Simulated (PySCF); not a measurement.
PbS₂⁻: from structure and modes to constants

Computed with PySCF, UPBE0, basis Pb def2-SVPD with ECP60, S def2-SVPD (scalar-relativistic core potentials, no spin–orbit coupling, density fitting).

The doublet minimum has C2v symmetry. Masses (u): Pb 207.97664, S 31.97207.

```xyz
3
charge -1 multiplicity 2, angstrom
Pb    0.0000    0.0000   -0.2463
S     2.1998    0.0000    0.8011
S    -2.1998    0.0000    0.8011
```

Harmonic wavenumbers (cm⁻¹): 89.4 (a1, ×1), 309.8 (b2, ×1), 322.5 (a1, ×1).

Question: Find the principal moments of inertia and the rotational constants. What kind of rotor is it?

Answer: About the centre of mass I = 53.65, 309.42, 363.07 u Å². With B = 16.8576/I this gives 0.3142, 0.05448, 0.04643 cm⁻¹. The molecule is an asymmetric top with κ = -0.94.

Question: What is the harmonic zero-point energy?

Answer: Half the sum of all 3 wavenumbers, 722/2 = 361 cm⁻¹, which is 4.3 kJ/mol (1 cm⁻¹ = 0.0119627 kJ/mol).

Question: Find the vibrational entropy and heat capacity at 298.15 K.

Answer: With u = 1.43878 ω/T, each mode gives S = R[u/(eᵘ−1) − ln(1−e⁻ᵘ)] and C = R u² eᵘ/(eᵘ−1)².
```tsv
ω (cm⁻¹)	u	S (J/(mol K))	C (J/(mol K))
89.4	0.431	15.37	8.19
309.8	1.495	5.70	6.92
322.5	1.556	5.43	6.82
```
The sums over all modes are S = 26.5 and C = 21.9 J/(mol K); the softest mode gives 58 % of the entropy.

Question: Give the standard entropy (298.15 K, 1 bar) by its translational, rotational, vibrational and spin parts, and Cp.

Answer: Sackur–Tetrode with M = 271.92 u gives 178.8; rotation with symmetry number 2 gives 107.7; vibration 26.5; spin R ln 2 = 5.8. The total is 318.7 J/(mol K), and Cp = 4 R + 21.9 = 55.2 J/(mol K).

This need not be the most stable arrangement of these atoms. The lowest empty level of this anion is unbound, so it and the gap depend on the basis. No spin–orbit coupling is included, which matters more the heavier the element.
